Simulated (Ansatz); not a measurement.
Calculation: frozen-core CCSD(T)/cc-pVTZ // PBE0-D4/def2-TZVP in Ansatz (an electronic-structure program).

Ansatz 0.2 input:
```yaml
crystal:
  periodic: [false, false, false]
  atoms:
    - { symbol: C, position_ang: [0.316276, -1.120931, -0.117585] }
    - { symbol: C, position_ang: [-0.979745, -0.423221, -0.529376] }
    - { symbol: C, position_ang: [-0.981441, 0.835856, 0.293049] }
    - { symbol: O, position_ang: [0.478994, 1.202782, 0.296839] }
    - { symbol: C, position_ang: [1.323755, -0.00209, -0.054684] }
    - { symbol: H, position_ang: [0.624869, -1.877838, -0.838478] }
    - { symbol: H, position_ang: [0.207662, -1.602519, 0.856303] }
    - { symbol: H, position_ang: [-1.86161, -1.025901, -0.312265] }
    - { symbol: H, position_ang: [-0.982351, -0.186829, -1.59524] }
    - { symbol: H, position_ang: [-1.268959, 0.677196, 1.332424] }
    - { symbol: H, position_ang: [-1.493495, 1.692756, -0.137644] }
    - { symbol: H, position_ang: [0.763483, 1.658897, 1.102979] }
    - { symbol: H, position_ang: [2.086218, -0.087272, 0.716945] }
    - { symbol: H, position_ang: [1.766343, 0.259112, -1.013267] }
basis:
  gaussian: { orbitals: cc-pVTZ }
correlation:
  method: ccsd_t
total_charge: 1
```

Output:

```
Functional definition: HF
1568 factors; integrals over basis functions are off by at most 9.6e-4 eV
mean field evaluation 1: about -6290.8420 eV, gradient 4.8e1 eV
mean field evaluation 2: about -6291.1373 eV, gradient 4.8e1 eV
mean field evaluation 4: about -6296.5317 eV, gradient 4.7e0 eV
mean field evaluation 8: about -6296.6014 eV, gradient 3.4e-1 eV
mean field evaluation 16: about -6290.8420 eV, gradient 4.8e1 eV
mean field -6296.60179449 eV, -231.3958479574 hartree, gradient 2.0e-6 eV, S^2 0.000000; 0 other end points of the search recorded, 0 dependent functions left out
5 core orbitals not correlated
reference -6296.60179449 eV, -231.3958479574 hartree; 15, 15 occupied and 256, 256 virtual orbitals, 1568 factors
second order -24.75894981 eV of doubles, -0.00000000 eV of singles
cycle   1  -25.29077661 eV  change   -5.3e-1 eV  update   9.4e-2
cycle   2  -25.88068936 eV  change   -5.9e-1 eV  update   2.6e-2
cycle   3  -25.98115991 eV  change   -1.0e-1 eV  update   1.2e-2
cycle   4  -25.97313741 eV  change    8.0e-3 eV  update   2.5e-3
cycle   5  -25.97454423 eV  change   -1.4e-3 eV  update   1.2e-3
cycle   6  -25.97476563 eV  change   -2.2e-4 eV  update   3.5e-4
cycle   7  -25.97455345 eV  change    2.1e-4 eV  update   1.4e-4
cycle   8  -25.97454240 eV  change    1.1e-5 eV  update   4.3e-5
cycle   9  -25.97454444 eV  change   -2.0e-6 eV  update   1.3e-5
perturbative correction -1.01258571 eV, -0.0372118385 hartree
Total energy: -6323.58892463 eV, -232.3876066978 hartree
```

Cost: about 8 core-minutes (a rough figure).
